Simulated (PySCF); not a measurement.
NaTe⁺: frontier orbitals

BP86 at R = 3.161 Å; Na def2-SVPD, Te def2-SVPD with ECP28; scalar-relativistic core potentials (PySCF 2.14). State: ³Σ⁻ (triplet), unpaired electrons π ↑↑. Only the outer orbitals are listed, counted within each symmetry, core potentials removing the inner ones.

```tsv
spin	orbital	occ.	ε (eV)	on Na (%)	main shells (%)
α	3π	1	-35.11	100	100 Na p
α	3π	1	-35.11	100	100 Na p
α	6σ	1	-35.08	100	100 Na p
α	7σ	1	-20.58	1	99 Te s
α	4π	1	-11.43	0	99 Te p
α	4π	1	-11.43	0	99 Te p
α	8σ	1	-10.99	4	95 Te p
α	9σ	0	-6.05	94	95 Na s
α	5π	0	-4.00	73	72 Na p, 20 Te d
α	5π	0	-4.00	73	72 Na p, 20 Te d
β	3π	1	-35.12	100	100 Na p
β	3π	1	-35.12	100	100 Na p
β	6σ	1	-35.08	100	100 Na p
β	7σ	1	-19.30	0	99 Te s
β	8σ	1	-10.44	10	89 Te p
β	4π	0	-9.76	1	99 Te p
β	4π	0	-9.76	1	99 Te p
β	9σ	0	-6.01	94	94 Na s
```

Task: Which are the highest filled and the lowest empty level, where do they sit, and how wide is the gap?

Result: Highest filled β 8σ at -10.44 eV (in %: 89 Te p); lowest empty β 4π at -9.76 eV (in %: 99 Te p); the gap at BP86 is 0.68 eV.

```json
{"bond order (Mayer)": "0.27", "⟨S²⟩": "2.003", "charge on Na (Mulliken, basis-dependent)": "0.85", "charge on Na (Löwdin, basis-dependent)": "0.65", "dipole moment (positive dipole points towards Te; it is taken about the centre of mass and depends on that origin)": "-9.82 D"}
```

Spin–orbit coupling is left out. The state is the lowest determinant that a PBE0 search found; another state may lie lower at other levels.
